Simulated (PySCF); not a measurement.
TDDFT excited states: C7H7F

C₇H₇F.
SMILES: `Cc1ccc(F)cc1`

Method: TDDFT CAM-B3LYP/def2-SVPD, vertical, gas phase, core orbitals frozen in the response (PySCF). Geometry: PBE0-D3(BJ)/def2-SVP; no solvent, vibrations or thermal averaging.

```tsv
state	E (eV)	E (hartree)	f	symmetry	main configurations (H = HOMO, L = LUMO)
S1	5.27	0.1936	0.020	A″	H→L (75%), H-1→L+1 (24%)
S2	6.07	0.2230	0.021	A′	H→L+1 (63%), H-1→L (36%)
S3	6.84	0.2513	0.0001	–	H→L+2 (90%)
S4	7.00	0.2574	0.699	A′	H-1→L (62%), H→L+1 (35%)
S5	7.07	0.2598	0.471	A″	H-1→L+1 (73%), H→L (23%)
S6	7.40	0.2719	0.0093	A′	H→L+3 (60%), H→L+5 (29%)
S7	7.44	0.2735	0.0008	–	H-1→L+2 (79%), H-1→L+3 (11%)
S8	7.58	0.2784	0.0022	A″	H→L+4 (95%)
S9	7.69	0.2826	0.0010	–	H→L+5 (58%), H→L+3 (30%)
S10	7.85	0.2884	0.0079	A′	H-2→L (97%)
```

Triplets, Tamm–Dancoff:

```csv
state,E (eV),λ (nm),"main configurations (H = HOMO, L = LUMO)"
T1,4.03,307.7,"H→L+1 (57%), H-1→L (38%)"
T2,4.41,281.4,H→L (96%)
T3,4.75,260.9,"H-1→L (59%), H→L+1 (39%)"
T4,5.48,226.4,H-1→L+1 (96%)
```

The lowest singlet lies at 5.27 eV (235 nm, ultraviolet) and is weak; its leading configuration is HOMO→LUMO (75%). The most intense listed level is S4 at 7.00 eV (177 nm, f = 0.699), 1.73 eV above S1. Löwdin shares by element: HOMO carbon 51% or more, fluorine 10% (atoms not listed hold the other 40%); LUMO carbon 71% or more (atoms not listed hold the other 29%). Of the 10 states listed, 4 reach f = 0.01 and 1 stays under 0.0005. Orbital energies (eV): HOMO-3 -11.59, HOMO-2 -11.21, HOMO-1 -8.81, HOMO -8.14, LUMO 0.52, LUMO+1 0.91, LUMO+2 1.37. The listed states span 2.58 eV, and the widest gap between neighbours is 0.80 eV (S1 to S2). The vertical ionisation energy (ΔSCF) is 8.88 eV, 1.03 eV above S10. Symmetry labels in Cs follow from the direction of the transition dipole and are given only for states with f of 0.002 or more. Only the lowest 10 singlets were computed, as vertical energies without vibronic structure.

The run took 2.9 min on Arm Neoverse N1, one thread, no GPU (shared host).
